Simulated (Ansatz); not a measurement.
`[BH2][AlH][CH2]OC` + H₂ → `CO[CH2][AlH2]` + BH₃ at 298.15 K and 1 bar (hydrogenolysis of the Al–B bond).

Calculated with Ansatz (gas phase, PBE0-D4/def2-TZVP geometries, no zero-point term in ΔE). CBS: MP2 limit from def2 TZ/QZ plus the TZ coupled-cluster correction, frozen cores. This one scheme is used for every species. Each species was taken in one conformer, which may not be the lowest.

```json
{"species": "`[BH2][AlH][CH2]OC`", "CCSD(T)/CBS energy (Eh)": "-422.81168", "H − E (kJ/mol)": "272.3", "S (J/(mol·K))": "349.0"}
{"species": "H₂", "CCSD(T)/CBS energy (Eh)": "-1.17544", "H − E (kJ/mol)": "35.1", "S (J/(mol·K))": "130.4"}
{"species": "`CO[CH2][AlH2]`", "CCSD(T)/CBS energy (Eh)": "-397.45414", "H − E (kJ/mol)": "234.7", "S (J/(mol·K))": "331.0"}
{"species": "BH₃", "CCSD(T)/CBS energy (Eh)": "-26.55200", "H − E (kJ/mol)": "78.7", "S (J/(mol·K))": "188.3"}
```

H − E and S are ideal-gas, rigid-rotor, harmonic terms from PBE0-D4/def2-TZVP, for one conformer and one mirror image of each species. The MP2-based limit puts H₂ 0.8 mEh under its directly extrapolated value; such offsets cancel only in part. 1 Eh = 2625.50 kJ/mol, R = 8.31446 J/(mol·K).

By hand: ΔE, ΔH, ΔS and ΔG.

ΔE = (-397.45414) + (-26.55200) − (-422.81168) − (-1.17544) = -0.01902 Eh = -49.9 kJ/mol. Δ(H − E) = 234.7 + 78.7 − 272.3 − 35.1 = 6.0, so ΔH = -43.9 kJ/mol. ΔS = 331.0 + 188.3 − 349.0 − 130.4 = 39.9 J/(mol·K). ΔG = -43.9 − 298.15 × (39.9)/1000 = -55.8 kJ/mol.

By hand: the equilibrium constant, and the temperature at which ΔG would vanish if ΔH and ΔS stayed fixed.

log₁₀ K = −ΔG/(RT ln 10) = 9.8. ΔH and −TΔS have one sign here, so there is no such temperature.

ΔH outweighs TΔS. A doubt of 5 kJ/mol in ΔE shifts log₁₀ K by 0.9 here. Other conformers and mirror images would add mixing entropy, several J/(mol·K) or more a flexible species. These are equilibria of isolated gas molecules and say nothing of rates. Largest T1 diagnostic: 0.014 (customary marks: 0.02 for closed shells, 0.045 for open ones).
